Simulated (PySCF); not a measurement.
## Löwdin shares of the frontier orbitals

Compound: 4,4,4-trifluoro-2-butynenitrile, C4F3N.
Numbering: `[N:1]#[C:2][C:3]#[C:4][C:5]([F:6])([F:7])[F:8]`

Theory: TDDFT wB97X-D/def2-SVPD, vertical, gas phase, core orbitals frozen in the response in PySCF 2.14.0, density-fitted response routines. Isolated species at its PBE0-D3(BJ)/def2-SVP geometry, gas phase.

Kohn–Sham orbitals with the atoms that hold most of them (Löwdin shares over 4%, at most four atoms):

| orbital | ε (eV) | atoms |
| --- | --- | --- |
| HOMO-3 | -14.15 | C2 33%, N1 27%, C3 24%, C4 12% |
| HOMO-2 | -13.60 | N1 82%, C2 16% |
| HOMO-1 | -11.50 | C4 29%, C3 25%, N1 24%, C2 16% |
| HOMO | -11.50 | C4 29%, C3 25%, N1 24%, C2 16% |
| LUMO | -0.70 | C4 25%, N1 22%, C3 22%, C2 18% |
| LUMO+1 | -0.70 | C4 25%, N1 22%, C3 22%, C2 18% |
| LUMO+2 | 1.87 | C3 24%, C4 24%, C2 21%, C5 15% |

Within 0.005 eV of a neighbour in this list lie HOMO-1/HOMO and LUMO/LUMO+1 (point group found: C3v); within a degenerate set the shares of single atoms can hang on how the components are chosen.

Question: How does S1 compare with the orbital gap of 10.79 eV?

Answer: S1 is at 5.09 eV (f = 0.0000), 5.70 eV below the gap, made of HOMO-1/HOMO→LUMO/LUMO+1 (98%). 

Next come S2 at 5.34 eV (f 0.0000), HOMO-1/HOMO→LUMO/LUMO+1 (≥82%); S3 at 5.34 eV (f 0.0000), HOMO-1/HOMO→LUMO/LUMO+1 (≥82%); S4 at 7.55 eV (f 0.0000), HOMO-3→LUMO/LUMO+1 (≥45%), HOMO-4→LUMO/LUMO+1 (≥44%); S5 at 7.88 eV (f 0.0000), HOMO-4→LUMO/LUMO+1 (≥46%), HOMO-3→LUMO/LUMO+1 (≥38%).

Orbitals of the list HOMO-3 to LUMO+2 that lie within 0.01 eV of each other are written together with a slash and their weights summed (≥ marks a lower bound); for degenerate orbitals outside that list single weights are arbitrary.

Löwdin shares depend on the basis, the more so with diffuse functions.

Rough CPU time on one thread of a shared machine: about 50 s.
